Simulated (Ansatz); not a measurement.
```yaml
crystal:
  periodic: [false, false, false]
  atoms:
    - {symbol: C, position_ang: [-1.813139, -1.632334, -0.204323]}
    - {symbol: N, position_ang: [-0.858800, -1.252257, 0.764967]}
    - {symbol: C, position_ang: [-0.107102, -2.419315, 1.337975]}
    - {symbol: Ti, position_ang: [-0.246628, 0.508697, 0.963090]}
    - {symbol: Cl, position_ang: [-2.075883, 1.764736, 0.601352]}
    - {symbol: Cl, position_ang: [0.066815, 0.596080, 3.232970]}
    - {symbol: C, position_ang: [1.799914, 1.727347, 0.908090]}
    - {symbol: C, position_ang: [2.033048, 0.355680, 0.649483]}
    - {symbol: C, position_ang: [1.409175, 0.068136, -0.612234]}
    - {symbol: C, position_ang: [0.653473, 1.210617, -1.015742]}
    - {symbol: Si, position_ang: [-0.401110, 1.389992, -2.532930]}
    - {symbol: C, position_ang: [0.991177, 2.276362, -0.072046]}
    - {symbol: H, position_ang: [-2.569937, -2.370415, 0.244393]}
    - {symbol: H, position_ang: [-2.484968, -0.793832, -0.524284]}
    - {symbol: H, position_ang: [-1.407399, -2.147425, -1.001480]}
    - {symbol: H, position_ang: [-0.830547, -3.047777, 1.870380]}
    - {symbol: H, position_ang: [0.621279, -2.027289, 2.014346]}
    - {symbol: H, position_ang: [0.425058, -2.920457, 0.505996]}
    - {symbol: H, position_ang: [2.258994, 2.250906, 1.758176]}
    - {symbol: H, position_ang: [2.630200, -0.329717, 1.157502]}
    - {symbol: H, position_ang: [1.333850, -0.973085, -1.027999]}
    - {symbol: H, position_ang: [0.372495, 1.387939, -3.695650]}
    - {symbol: H, position_ang: [-1.060784, 2.708870, -2.445512]}
    - {symbol: H, position_ang: [-1.354811, 0.225804, -2.656723]}
    - {symbol: H, position_ang: [0.528460, 3.261409, -0.128448]}
basis:
  gaussian: {orbitals: cc-pVTZ-PP, nuclear_model: gaussian}
hamiltonian: {xc: {name: r2SCAN0}, dispersion: d4, pseudopotentials: {relativity: none}}
accuracy: high
output: {forces: true}
```

```sh
$ ansatz run in.yaml --threads 11 --pin off --events-out ev --progress --plain --max-ram 110592MiB --backend cpu
```

Output, abridged:

```
Functional definition: r2SCAN0
Error: <dir> the basis set cc-pVTZ-PP has no functions for C
```

Problem. What is wrong with this run?

Solution. The basis set is misnamed or doesn't suit the job. The input was rejected before any iteration.
